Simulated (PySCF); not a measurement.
Ionisation energy of Ni²⁺ by level of theory

Ni²⁺ [Ar] 3d8 [3d3/2^4 3d5/2^4, M_J = 4] → Ni³⁺ [Ar] 3d7 [3d3/2^4 3d5/2^3, M_J = 9/2], as a difference of total energies. Computed with PySCF 2.14 in x2c-TZVPall-2c (6s7p4d1f, 54 functions), with the two-component X2C-1e Hamiltonian. Correlated levels: [Ne] frozen; the 6 highest virtual spinors dropped. "Screened" scales the spin-orbit matrix elements by Boettger's factors to mimic the two-electron term; Breit and QED terms are absent.

```
                    method  ionisation energy (eV)
           GHF (spin-free)                  32.623
          GMP2 (spin-free)                  35.036
 GHF (screened spin-orbit)                  32.604
GMP2 (screened spin-orbit)                  35.018
```

Task: How much does correlation contribute at GMP2 (screened spin-orbit)?

Result: 35.018 − (32.604) = 2.414 eV, measured against GHF (screened spin-orbit).

Errors of the correlated levels include the incompleteness of this basis and the frozen core.

The labels give the starting determinants; with spin-orbit coupling the two ends relaxed to ⟨J²⟩ = 20.01, ⟨L²⟩ = 12.01, ⟨S²⟩ = 2.00 and ⟨J²⟩ = 24.75, ⟨L²⟩ = 12.03, ⟨S²⟩ = 3.74.

For comparison: 35.187 ± 0.019 eV (measured; NIST Atomic Spectra Database, ionization energies).
